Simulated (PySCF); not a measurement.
An equivalent PySCF input for Al²⁺ (aluminium, charge +2), [Ne] 3s1, 2S determinant, with scalar relativity by spin-free X2C-1e:

```python
from pyscf import gto, scf, dft, mp, cc
import basis_set_exchange as bse
mol = gto.M(atom="Al 0 0 0", charge=2, spin=1, symmetry="D2h",
            basis=gto.basis.parse(bse.get_basis("dyall-av3z", elements=["Al"], fmt="nwchem")),
            nucmod="G")
mf = dft.UKS(mol, xc="WB97M_V").sfx2c1e()
mf.irrep_nelec = {'Ag': (3, 2), 'B1u': (1, 1), 'B2u': (1, 1), 'B3u': (1, 1)}
mf.kernel()
```

It reaches the same state as the run whose output follows, with an energy that differs only through the grid. The run itself started from symmetry-adapted Hartree-Fock orbitals and held the occupation by maximum overlap, on a logarithmic radial grid, so the iterations belong to that start.

```
SCF conv_tol = 1e-09
number electrons alpha = 6  beta = 5
XC functionals = WB97M_V
    N. Mardirossian and M. Head-Gordon.,  J. Chem. Phys. 144, 214110 (2016)
NLC functional = WB97M_V
cycle= 1 E= -241.88954405344  delta_E= -0.00253  |g|= 0.0142  |ddm|= 0.123
cycle= 2 E= -241.889569812091  delta_E= -2.58e-05  |g|= 0.00426  |ddm|= 0.0206
cycle= 3 E= -241.889571990544  delta_E= -2.18e-06  |g|= 0.00103  |ddm|= 0.00315
cycle= 4 E= -241.889572157835  delta_E= -1.67e-07  |g|= 8.01e-05  |ddm|= 0.0014
cycle= 5 E= -241.889572163302  delta_E= -5.47e-09  |g|= 5.62e-06  |ddm|= 0.000361
cycle= 6 E= -241.889572163325  delta_E= -2.24e-11  |g|= 3.69e-07  |ddm|= 1.72e-05
converged SCF energy = -241.889572163325  <S^2> = 0.75001573  2S+1 = 2.0000157
```
